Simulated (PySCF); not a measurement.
C₅H₁₄O₂Si, SMILES C([Si](OC)(CC)O)C, singlet, GFN2-xTB optimised geometry.

```
22

C      1.03    -1.47     0.01
C      0.41    -0.07     0.00
Si    -1.49    -0.07     0.00
O     -2.11     1.45     0.00
C     -2.21    -1.05    -1.48
C     -1.73    -0.57    -2.84
O     -1.88    -0.73     1.43
C     -3.14    -0.77     2.05
H      0.69    -2.02     0.89
H      2.11    -1.41     0.04
H      0.74    -2.02    -0.88
H      0.77     0.48     0.87
H      0.77     0.46    -0.88
H     -1.98     2.02    -0.75
H     -1.97    -2.11    -1.37
H     -3.30    -0.99    -1.46
H     -0.64    -0.65    -2.91
H     -2.16    -1.17    -3.64
H     -2.01     0.47    -3.01
H     -3.79    -1.48     1.54
H     -2.99    -1.09     3.08
H     -3.60     0.22     2.04
```

Density from PBE0/def2-SVP in PySCF at that geometry.

Minimum of the electron density along straight lines between bonded atoms, close to the bond critical point (lines longer than 1.1 times the sum of covalent radii, or with two minima, are not listed):

| bond | length / Å | ρ at the minimum / e bohr⁻³ | ∇²ρ there / e bohr⁻⁵ | position (fraction from the first atom) |
|---|---|---|---|---|
| C1–C2 | 1.525 | 0.238 | -0.52 | 0.50 |
| C2–Si3 | 1.900 | 0.115 | 0.32 | 0.62 |
| Si3–O4 | 1.643 | 0.125 | 1.01 | 0.41 |
| Si3–C5 | 1.914 | 0.112 | 0.29 | 0.38 |
| C5–C6 | 1.528 | 0.237 | -0.52 | 0.50 |
| Si3–O7 | 1.624 | 0.130 | 1.09 | 0.41 |
| O7–C8 | 1.401 | 0.255 | -0.30 | 0.66 |
| C1–H9 | 1.086 | 0.278 | -1.03 | 0.63 |
| C1–H10 | 1.089 | 0.276 | -1.00 | 0.62 |
| C1–H11 | 1.087 | 0.276 | -1.00 | 0.62 |
| C2–H12 | 1.090 | 0.271 | -0.96 | 0.62 |
| C2–H13 | 1.091 | 0.270 | -0.94 | 0.62 |
| O4–H14 | 0.953 | 0.357 | -2.42 | 0.82 |
| C5–H15 | 1.091 | 0.271 | -0.95 | 0.62 |
| C5–H16 | 1.093 | 0.270 | -0.94 | 0.62 |
| C6–H17 | 1.087 | 0.277 | -1.01 | 0.62 |
| C6–H18 | 1.089 | 0.276 | -1.01 | 0.62 |
| C6–H19 | 1.088 | 0.275 | -0.99 | 0.62 |
| C8–H20 | 1.092 | 0.281 | -1.06 | 0.63 |
| C8–H21 | 1.090 | 0.283 | -1.08 | 0.63 |
| C8–H22 | 1.091 | 0.283 | -1.08 | 0.64 |
